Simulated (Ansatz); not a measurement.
Program: Ansatz. Geometries: PBE0-D4/def2-TZVP. ΔE: electronic, gas phase. CBS: MP2 limit from def2 TZ/QZ plus the TZ coupled-cluster correction, frozen cores. DFT in def2-TZVPP. B3LYP here is the variant with VWN-RPA as its local correlation; programs differ in this. Elements past krypton have def2 core potentials. For Sn outer-core shells are correlated without core-valence functions, which leaves a few kJ/mol of doubt a bond. Each species was taken in one conformer, which may not be the lowest.

Reaction (cleavage of the Si–Sn bond): `N[SiH](O)[SnH3]` + CH₃NH₂ → `CN[SiH](N)O` + `[SnH4]`

| level | ΔE (eV) |
| --- | --- |
| B3LYP-D4 | -0.61 |
| r2SCAN | -0.61 |
| HF/def2-TZVPP | -0.77 |
| CCSD(T)/def2-TZVPP | -0.66 |

Q: What does CCSD(T)/CBS give? (Best estimate.)

A: The calculation gave: -0.59 eV. The listed levels differ from it by -0.02, -0.02, -0.18, -0.07 eV.

Largest T1 diagnostic among the species: 0.013.

From PBE to PBE0 (25 % exact exchange), in def2-TZVPP and without D4, ΔE moves by −0.08 eV. In def2-TZVPP, CCSD(T) changes the Hartree–Fock value by +0.10 eV (the triples alone add +0.02 eV) and MP2 by +0.10 eV.
